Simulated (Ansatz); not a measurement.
Geometry optimisation, Ansatz, UKS B3LYP/def2-SVP.

input.yaml

```yaml
crystal:
  periodic: [false, false, false]
  atoms:
    - { symbol: S, position_ang: [-0.0077, 1.7224, -1.1278] }
    - { symbol: Al, position_ang: [-0.0054, -0.3069, -0.2212] }
    - { symbol: S, position_ang: [-0.0165, -0.5411, 2.02] }
    - { symbol: Br, position_ang: [0.1106, -2.2114, -1.621] }
    - { symbol: H, position_ang: [-1.4613, 1.7707, -1.1687] }
    - { symbol: H, position_ang: [1.4224, -0.4978, 2.0727] }
magnetization:
  spin_polarized: true
basis:
  gaussian: { orbitals: def2-SVP }
hamiltonian:
  xc: b3lyp
relax:
  f_tol: 0.02
  max_steps: 50
```

Launched with:

```bash
$ ansatz run input.yaml --threads 2 --pin off --max-ram 3072MiB --backend cpu --events-out ev --progress --plain --runs-dir out
```

Task: Where does it end, and by what steps?

Result: The forces met the threshold. The force dipped under the threshold on the way, but the program's further checks kept it going. After 15 steps the energy has fallen by 0.672 eV; H5 moved furthest, 1.45 Å.

```json
{"step": "0", "energy less start (eV)": "0.0000", "largest force component (eV/Å)": "1.931", "accepted": "yes"}
{"step": "1", "energy less start (eV)": "-0.2446", "largest force component (eV/Å)": "0.726", "accepted": "yes"}
{"step": "2", "energy less start (eV)": "-0.2692", "largest force component (eV/Å)": "0.103", "accepted": "yes"}
{"step": "3", "energy less start (eV)": "-0.2857", "largest force component (eV/Å)": "0.083", "accepted": "yes"}
{"step": "4", "energy less start (eV)": "-0.3291", "largest force component (eV/Å)": "0.377", "accepted": "yes"}
{"step": "5", "energy less start (eV)": "-0.3903", "largest force component (eV/Å)": "0.548", "accepted": "yes"}
{"step": "6", "energy less start (eV)": "-0.4553", "largest force component (eV/Å)": "0.698", "accepted": "yes"}
{"step": "7", "energy less start (eV)": "-0.5305", "largest force component (eV/Å)": "0.518", "accepted": "yes"}
{"step": "8", "energy less start (eV)": "-0.5855", "largest force component (eV/Å)": "0.503", "accepted": "yes"}
{"step": "9", "energy less start (eV)": "-0.6206", "largest force component (eV/Å)": "0.531", "accepted": "yes"}
{"step": "10", "energy less start (eV)": "-0.6627", "largest force component (eV/Å)": "0.230", "accepted": "yes"}
{"step": "11", "energy less start (eV)": "-0.6713", "largest force component (eV/Å)": "0.018", "accepted": "yes"}
{"step": "12", "energy less start (eV)": "-0.6660", "largest force component (eV/Å)": "0.427", "accepted": "no"}
{"step": "13", "energy less start (eV)": "-0.6722", "largest force component (eV/Å)": "0.038", "accepted": "yes"}
{"step": "14", "energy less start (eV)": "-0.6719", "largest force component (eV/Å)": "0.083", "accepted": "no"}
{"step": "15", "energy less start (eV)": "-0.6724", "largest force component (eV/Å)": "0.002", "accepted": "yes"}
```

```xyz
6
Properties=species:S:1:pos:R:3
S -0.458 1.329 -1.370
Al 0.031 -0.583 -0.427
S 0.451 -0.879 1.700
Br 0.109 -2.403 -1.760
H -0.396 2.047 -0.223
H 0.305 0.425 2.033
```

Time of the run: 58 s on 2 threads of Arm Neoverse V2, with other jobs on the host, peak memory 0.32 GiB.
